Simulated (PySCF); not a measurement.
## A single-point calculation

[Dy(OH)2]+ (singlet in the valence; each metal's 4f electrons, 9 of them, lie in its core potential, out of spins and levels). PySCF 2.14.0, RKS TPSSh, Dy lcecp-1-SVP with ECP55, O def2-SVP, H def2-SVP; non-relativistic Hamiltonian with scalar-relativistic core potentials where named; density fitting; no spin-orbit coupling. Purpose: level TPSSh.

```python
mol = gto.M(atom='''
Dy     0.00000    -0.00000    -0.56557
O      1.63132    -0.03451     0.50975
H      2.28936    -0.04817     1.21235
O     -1.63132     0.03451     0.50975
H     -2.28936     0.04817     1.21235''',
    basis={'Dy': 'lcecp-1-SVP', 'O': 'def2-SVP', 'H': 'def2-SVP'},
    ecp={'Dy': 'lcecp-1-SVP'},
    charge=1, spin=0)
mf = dft.RKS(mol, xc='TPSSH')
mf.grids.atom_grid = (75, 302)  # f atoms: unpruned, at least (60, 302)
mf = mf.density_fit()  # fitting sets: Dy AutoAux, O def2-universal-JKFIT, H def2-universal-JKFIT
mf.conv_tol = 1e-08; mf.max_cycle = 55
mf.kernel(dm0)  # dm0: converged density of the relaxed state
mf.nuc_grad_method().kernel()
```

Run from Python with OMP_NUM_THREADS=2; the lines above give its settings. Where DIIS fails, smearing, a level shift and second-order steps follow.
It took 3.2 s on 2 threads of Arm Neoverse V2 (shared host), from an already converged density.

(1) Where do the frontier levels lie, over both spins?

(2) What are the Mulliken charges and spins?

(3) What forces act on the atoms (eV/Å)?

The geometry was relaxed with PBE0 (Dy lcecp-1-SVP with ECP55, O def2-SVP, H def2-SVP).

An lcecp potential fixes the number of 4f electrons, so in runs with it no electron can move into or out of that shell.

## Answers

(1) HOMO -12.72 eV, LUMO -7.29 eV. The 4f levels lie in the core potential and are missing.

(2) 
| atom | charge (e) | spin (e) |
| --- | --- | --- |
| Dy1 | 1.365 | 0.000 |
| O2 | -0.420 | 0.000 |
| H3 | 0.237 | 0.000 |
| O4 | -0.420 | 0.000 |
| H5 | 0.237 | 0.000 |
The spin of the 4f electrons in the core isn't counted.

(3) 
```
Dy   0.00  0.00 -0.33
O    0.05  0.00 -0.02
H    0.18  0.00  0.18
O   -0.05  0.00 -0.02
H   -0.18  0.00  0.18
```
Forces carry noise of the integration grid, about 0.01 to 0.03 eV/Å.
